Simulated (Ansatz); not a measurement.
Species: SiO$_{2}$, charge 0, singlet. SiO2 (dioxosilane, SMILES O=[Si]=O).
B3LYP-D3(BJ)/def2-TZVP minimum from Ansatz (a quantum-chemistry and plane-wave program):
```
Si
O 1 1.5101
O 1 1.5101 2 180.00
```
Charge 0, spin multiplicity 1.

Total energies in hartree (Ansatz). Open shells are spin-unrestricted; no spin-orbit coupling. Correlated methods leave the cores frozen. No relativity. The T1 diagnostic of O2Si (O=[Si]=O, singlet) reaches 0.027 in the sets run.

| species | HF/cc-pV(T+d)Z | CCSD(T)/cc-pV(T+d)Z | HF/cc-pV(Q+d)Z | CCSD(T)/cc-pV(Q+d)Z | CCSDT(Q)/cc-pV(T+d)Z |
|---|---|---|---|---|---|
| 1: SiO2 (dioxosilane, SMILES [Si](=O)=O) | -438.72600 | -439.33050 | -438.74122 | -439.38866 | -439.33341 |
| 2: O (triplet) | -74.81176 | -74.97396 | -74.81729 | -74.99357 | -74.97430 |
| 3: Si (triplet) | -288.85649 | -288.93344 | -288.85845 | -288.93781 | -288.93426 |

**Question.** Work out the atomisation energy (electronic, to ground-state atoms) in kJ/mol: take Hartree-Fock from cc-pV(Q+d)Z, extrapolate the CCSD(T) correlation energy as X^-3 (X = 3, 4), and add CCSDT(Q) - CCSD(T) in cc-pV(T+d)Z. 1 hartree = 2625.5 kJ/mol.

**Answer.** 
Species 1: correlation (64·(-0.64744) - 27·(-0.60450))/37 = -0.67877; step -0.00291; E1 = -438.74122 + (-0.67877) + (-0.00291) = -439.42290
Species 2: correlation (64·(-0.17628) - 27·(-0.16220))/37 = -0.18655; step -0.00034; E2 = -74.81729 + (-0.18655) + (-0.00034) = -75.00418
Species 3: correlation (64·(-0.07936) - 27·(-0.07695))/37 = -0.08112; step -0.00082; E3 = -288.85845 + (-0.08112) + (-0.00082) = -288.94039
-1·E1 +2·E2 +1·E3 = 0.47415 hartree = 1244.9 kJ/mol.
